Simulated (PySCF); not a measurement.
HBr, charge -1, doublet, at the geometry of the source list (a state made from the parent by changing its charge; the spin is typed, not shown lowest) (in this run its highest filled SCF level lies above zero, so its values depend strongly on the basis, on diffuse functions most of all); PySCF with SVWN5/STO-3G.

The PySCF input:
```python
from pyscf import gto, scf, dft

mol = gto.Mole()
mol.atom = '''
    Br    0.700400    0.000000    0.000000
    H    -0.700400    0.000000    0.000000
'''
mol.basis = 'sto-3g'
mol.charge = -1
mol.spin = 1
mol.verbose = 4
mol.build()

mf = dft.UKS(mol)
mf.xc = 'lda,vwn'
mf.kernel()
mf.analyze()
```

What the program printed (banner, timings and long lists left out):

```
PySCF version 2.14.0

[INPUT] verbose = 4
[INPUT] num. atoms = 2
[INPUT] num. electrons = 37
[INPUT] charge = -1
[INPUT] spin (= nelec alpha-beta = 2S) = 1
[INPUT] symmetry False subgroup None
[INPUT] Mole.unit = angstrom
[INPUT] Symbol           X                Y                Z      unit          X                Y                Z       unit  Magmom
[INPUT]  1 Br     0.700400000000   0.000000000000   0.000000000000 AA    1.323564177645   0.000000000000   0.000000000000 Bohr   0.0
[INPUT]  2 H     -0.700400000000   0.000000000000   0.000000000000 AA   -1.323564177645   0.000000000000   0.000000000000 Bohr   0.0

nuclear repulsion = 13.2218749159052
number of shells = 9
number of NR pGTOs = 57
number of NR cGTOs = 19
basis = sto-3g
ecp = {}

******** <class 'pyscf.dft.uks.UKS'> ********
method = UKS
initial guess = minao
damping factor = 0
level_shift factor = 0
DIIS = <class 'pyscf.scf.diis.CDIIS'>
diis_start_cycle = 1
diis_space = 8
diis_damp = 0
SCF conv_tol = 1e-09
SCF conv_tol_grad = None
SCF max_cycles = 50
direct_scf = True
direct_scf_tol = 1e-13
number electrons alpha = 19  beta = 18
XC library pyscf.dft.libxc version 7.1.2
    S. Lehtola, C. Steigemann, M. J. T. Oliveira, and M. A. L. Marques,  SoftwareX 7, 1–5 (2018)
XC functionals = lda,vwn
    P. A. M. Dirac,  Math. Proc. Cambridge Philos. Soc. 26, 376 (1930)
    F. Bloch,  Z. Phys. 57, 545 (1929)
    S. H. Vosko, L. Wilk, and M. Nusair,  Can. J. Phys. 58, 1200 (1980)
radial grids:
    Treutler-Ahlrichs [JCP 102, 346 (1995); DOI:10.1063/1.469408] (M4) radial grids

becke partition: Becke, JCP 88, 2547 (1988); DOI:10.1063/1.454033
pruning grids: <function nwchem_prune>
grids dens level: 3
symmetrized grids: False
atomic radii adjust function: <function treutler_atomic_radii_adjust>
small_rho_cutoff = 0
Set gradient conv threshold to 3.16228e-05
tot grids = 30232
init E= -2539.40605871732
cycle= 1 E= -2542.41363498785  delta_E= -3.01  |g|= 0.0649  |ddm|= 2.12
cycle= 2 E= -2542.4165672487  delta_E= -0.00293  |g|= 0.00962  |ddm|= 0.152
cycle= 3 E= -2542.41669170507  delta_E= -0.000124  |g|= 0.00103  |ddm|= 0.0309
cycle= 4 E= -2542.41669320202  delta_E= -1.5e-06  |g|= 4.25e-06  |ddm|= 0.00312
cycle= 5 E= -2542.41669320204  delta_E= -1.64e-11  |g|= 9.99e-08  |ddm|= 1.11e-05
Extra cycle  E= -2542.41669320204  delta_E=    0  |g|= 2.32e-08  |ddm|= 3.45e-07
converged SCF energy = -2542.41669320204  <S^2> = 0.75  2S+1 = 2
**** SCF Summaries ****
Total Energy =                       -2542.416693202037550
Nuclear Repulsion Energy =              13.221874915905198
One-electron Energy =                -3605.864933323337937
Two-electron Energy =                 1050.226365205395041
Two-electron Coulomb Energy =         1139.372189554362421
DFT Exchange-Correlation Energy =      -89.145824348967324
**** MO energy ****
                             alpha | beta                alpha | beta
MO #1   energy= -474.065543835807  | -474.064576015065  occ= 1 | 1
MO #2   energy= -58.9797898869753  | -58.9788578777838  occ= 1 | 1
MO #3   energy= -54.3968582346224  | -54.3950974925396  occ= 1 | 1
MO #4   energy= -54.3942859008619  | -54.393612851622   occ= 1 | 1
MO #5   energy= -54.3942859008619  | -54.3936128516218  occ= 1 | 1
MO #6   energy= -7.09176512728999  | -7.08981042136553  occ= 1 | 1
MO #7   energy= -5.13043100326723  | -5.12717039051492  occ= 1 | 1
MO #8   energy= -5.11976548977058  | -5.11822051321857  occ= 1 | 1
MO #9   energy= -5.11976548977054  | -5.11822051321855  occ= 1 | 1
MO #10  energy= -0.936646799811498 | -0.933699318241789 occ= 1 | 1
MO #11  energy= -0.930843314740924 | -0.928663946260887 occ= 1 | 1
MO #12  energy= -0.930843314740912 | -0.928663946260885 occ= 1 | 1
MO #13  energy= -0.925183099887321 | -0.923997948338369 occ= 1 | 1
MO #14  energy= -0.92518295618113  | -0.923997807447995 occ= 1 | 1
MO #15  energy= -0.18251080553187  | -0.163269107127965 occ= 1 | 1
MO #16  energy= 0.0998607904879799 | 0.138739614278885  occ= 1 | 1
MO #17  energy= 0.234748365072371  | 0.2438691011074    occ= 1 | 1
MO #18  energy= 0.23474836507239   | 0.243869101107403  occ= 1 | 1
MO #19  energy= 0.608523340972337  | 0.693842352975511  occ= 1 | 0

To work with the spin densities directly, `use mulliken_meta_spin()` only printing them here.

 ** Mulliken spin pop alpha/beta on meta-lowdin orthogonal AOs **
 ** Mulliken Spin Density (per AO)  **
spin_pop of  0 Br 1s        0.00000
spin_pop of  0 Br 2s        0.00002
spin_pop of  0 Br 3s        0.00029
spin_pop of  0 Br 4s        0.04786
spin_pop of  0 Br 2px       0.00000
spin_pop of  0 Br 2py       0.00000
spin_pop of  0 Br 2pz       0.00000
spin_pop of  0 Br 3px       0.00083
spin_pop of  0 Br 3py      -0.00000
spin_pop of  0 Br 3pz       0.00000
spin_pop of  0 Br 4px       0.31577
spin_pop of  0 Br 4py      -0.00000
spin_pop of  0 Br 4pz      -0.00000
spin_pop of  0 Br 3dxy      0.00000
spin_pop of  0 Br 3dyz      0.00000
spin_pop of  0 Br 3dz^2     0.00040
spin_pop of  0 Br 3dxz     -0.00000
spin_pop of  0 Br 3dx2-y2    0.00119
spin_pop of  1 H 1s        0.63363
 ** Mulliken Spin Density (per atom)  **
spin density of  0 Br =      0.36637
spin density of  1 H =      0.63363
 ** Mulliken pop alpha/beta on meta-lowdin orthogonal AOs **
 ** Mulliken pop       alpha | beta **
pop of  0 Br 1s        1.00000 | 1.00000
pop of  0 Br 2s        1.00000 | 0.99998
pop of  0 Br 3s        1.00000 | 0.99971
pop of  0 Br 4s        1.00000 | 0.95214
pop of  0 Br 2px       1.00000 | 1.00000
pop of  0 Br 2py       1.00000 | 1.00000
pop of  0 Br 2pz       1.00000 | 1.00000
pop of  0 Br 3px       1.00000 | 0.99917
pop of  0 Br 3py       1.00000 | 1.00000
pop of  0 Br 3pz       1.00000 | 1.00000
pop of  0 Br 4px       1.00000 | 0.68423
pop of  0 Br 4py       1.00000 | 1.00000
pop of  0 Br 4pz       1.00000 | 1.00000
pop of  0 Br 3dxy      1.00000 | 1.00000
pop of  0 Br 3dyz      1.00000 | 1.00000
pop of  0 Br 3dz^2     1.00000 | 0.99960
pop of  0 Br 3dxz      1.00000 | 1.00000
pop of  0 Br 3dx2-y2    1.00000 | 0.99881
pop of  1 H 1s        1.00000 | 0.36637
In total            19.00000 | 18.00000
 ** Mulliken atomic charges   ( Nelec_alpha | Nelec_beta ) **
charge of  0Br =     -0.63363  (    18.00000     17.63363 )
charge of  1H =     -0.36637  (     1.00000      0.36637 )

WARN: System has nonzero charge -1; the dipole moment is origin-dependent.
Location of origin: [0. 0. 0.]

Dipole moment(X, Y, Z, Debye): -1.50014,  0.00000, -0.00000
```
